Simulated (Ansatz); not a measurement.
B3F3, relaxed as a singlet with RKS PBE0-D4/def2-SVP in Ansatz, starting from the GFN1-xTB geometry. Force threshold 0.02 eV/Å.

The restricted singlet is unstable towards broken spin symmetry in Hartree–Fock (as tested in another run); at PBE0-D4/def2-SVP this wasn't settled. The structure comes from a short search, and lower isomers may exist.

Start:

```xyz
6

B    -0.262   -0.632    0.459
B     0.787    0.093   -0.661
B    -0.342    0.973   -0.106
F    -1.582    1.302   -0.537
F     2.088   -0.084   -0.332
F    -0.689   -1.652    1.178
```

Problem. Estimate the energy that the relaxation releases and the steps that it takes.

Solution. 12.3 kcal/mol, in 20 steps; 14 s on 4 threads of Arm Neoverse V1 on a shared host. No frequencies were taken in this run, so the end may be a saddle point.

Problem. Does the start keep its bonding and symmetry?

Solution. By distances, no bond broke or formed. The bond that changes most is B1–B3, from 1.70 to 2.11 Å (atoms count from 1). The end is the same structure that another start reached, the lowest one found. Point group C2 at the start, C2v at the end, both within 0.05 Å.

Problem. Predict the relaxed structure.

Solution. 
```csv
atom,x (Å),y (Å),z (Å)
B1,-0.0392,-0.9310,0.5511
B2,0.8803,0.0509,-0.2442
B3,-0.4165,0.9040,-0.4249
F4,-1.6038,1.3935,-0.4201
F5,2.1793,0.1269,-0.6046
F6,-1.0001,-1.5444,1.1427
```
Bond lengths: 3 × B–F 1.28 to 1.35 Å; 2 × B–B 1.56 Å.
